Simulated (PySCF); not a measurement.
## Ru²⁺: excitation energy

Ru²⁺ [Kr] 4d6 (5D) → Ru²⁺ [Kr] 4d5 5p1 (7P), as a difference of total energies. Calculation: PySCF 2.14, in aug-cc-pwCVDZ-PP with ECP28MDF; scalar relativity through the core potential. Correlated levels: valence: 4s2 4p6 frozen. The calculations carry no spin-orbit coupling.

| method | excitation energy (eV) |
| --- | --- |
| UHF | 8.351 |
| MP2 (valence) | 9.049 |
| SCS-MP2 (valence) | 9.551 |
| CCSD (valence) | 9.029 |
| CCSD(T) (valence) | 9.051 |

How much does correlation contribute at CCSD(T) (valence)?

9.051 − (8.351) = 0.700 eV, measured against UHF.
